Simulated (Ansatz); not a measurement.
Molecule: C2H7Ge (charge -1, singlet). It need not be the lowest isomer of its formula. Whether it binds its extra electron was not tested at this geometry. 
Coordinates optimised at B3LYP-D3(BJ)/def2-TZVP (Ansatz, a quantum-chemistry and plane-wave program):
```
Ge
H 1 1.6345
C 1 2.0807 2 94.06
H 3 1.0957 1 110.64 2 -71.46
H 3 1.0957 4 108.29 1 -123.75
H 3 1.0962 4 107.49 5 -116.57
C 1 2.0807 2 94.06 3 94.94
H 7 1.0956 1 110.64 2 71.46
H 7 1.0957 8 108.29 1 123.75
H 7 1.0962 8 107.49 9 116.57
```
Charge -1, spin multiplicity 1.

Basis-set convergence of Hartree-Fock and CCSD correlation energies (hartree) with Ansatz. Valence correlation only, unless marked. No spin-orbit coupling. Frozen are the shells of the preceding noble gas and the d and f shells that filled before the atom's block. No relativistic terms.

| basis | functions | E(HF) | E(corr, CCSD) |
|---|---|---|---|
| aug-cc-pVDZ | 145 | -2155.12644 | -0.48203 |
| aug-cc-pVTZ | 312 | -2155.22186 | -0.55437 |
| aug-cc-pVQZ | 575 | -2155.22962 | -0.57338 |

Extrapolating the two largest sets (X = 3 and 4) as X^-3: E(corr) = (64·(-0.57338) - 27·(-0.55437))/37 = -0.5873 Eh, an estimate of the basis-set limit. The largest set recovers 97.6 % of it, the smallest 82.1 %.
